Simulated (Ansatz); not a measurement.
Computed with Ansatz on PBE0-D4/def2-TZVP structures; ΔE is electronic, products minus reactants. CCSD(T)/CBS is the MP2 limit (def2-TZVPP, def2-QZVPP) plus CCSD(T) − MP2 in def2-TZVPP, frozen cores. For Br outer-core shells are correlated without core-valence functions, which leaves a few kJ/mol of doubt a bond. Scalar relativity is left out up to krypton. One conformer a species, not always the lowest.

Consider the ligand exchange at the Si–C bond: `OBC(F)[SiH3]` + HBr → `[SiH3]Br` + `OBCF`.

```json
{"level": "HF/def2-QZVPP", "ΔE (kcal/mol)": "-28.7"}
{"level": "MP2/def2-QZVPP", "ΔE (kcal/mol)": "-25.3"}
```

**Question.** What does CCSD(T)/CBS give? (An estimate is asked.)

**Answer.** Computed: -24.3 kcal/mol. The listed levels differ from it by -4.4, -1.0 kcal/mol.

Largest T1 diagnostic among the species: 0.013.

In def2-TZVPP, CCSD(T) changes the Hartree–Fock value by +5.5 kcal/mol (the triples alone add +0.7 kcal/mol) and MP2 by +4.1 kcal/mol. The D4 term adds +1.4 kcal/mol with B3LYP and +0.8 kcal/mol with PBE0; it sums over pairs of atoms, weighted by their polarisabilities, and B3LYP, whose exchange is more repulsive, gets the larger term.

B3LYP here is the variant with VWN-RPA as its local correlation; programs differ in this.
